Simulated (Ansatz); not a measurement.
Z-matrix (Å, degrees):
```
Si
S 1 2.136
Ga 1 2.407 2 105.4
F 1 1.607 2 111.6 3 121.7
H 1 1.485 2 102.5 3 -124.3
H 2 1.345 1 95.4 3 -46.8
H 3 1.568 1 122.1 2 -109.5
H 3 1.572 1 117.8 2 64.8
```

Total charge 0; spin multiplicity 1.

Task: List the PBE/def2-TZVPP orbital energies in eV (the Gaussian-basis code of Ansatz). (Best estimate.)

Result: Ansatz gave: Occupied: -10094.01, -2396.13, -1780.93, -1233.96, -1093.68, -1093.56, -1093.55, -659.88, -209.09, -155.24, -155.14, -155.03, -143.67, -138.51, -98.33, -97.99, -97.97, -95.29, -95.26, -95.19, -29.55, -20.33, -20.20, -20.17, -20.04, -20.00, -18.55, -13.49, -11.48, -11.24, -10.60, -10.25, -9.59, -8.32, -7.60, -7.08, -6.38. Lowest empty: -3.13, -0.98, -0.89, -0.13, 0.12, 0.73, 1.26, 2.27.
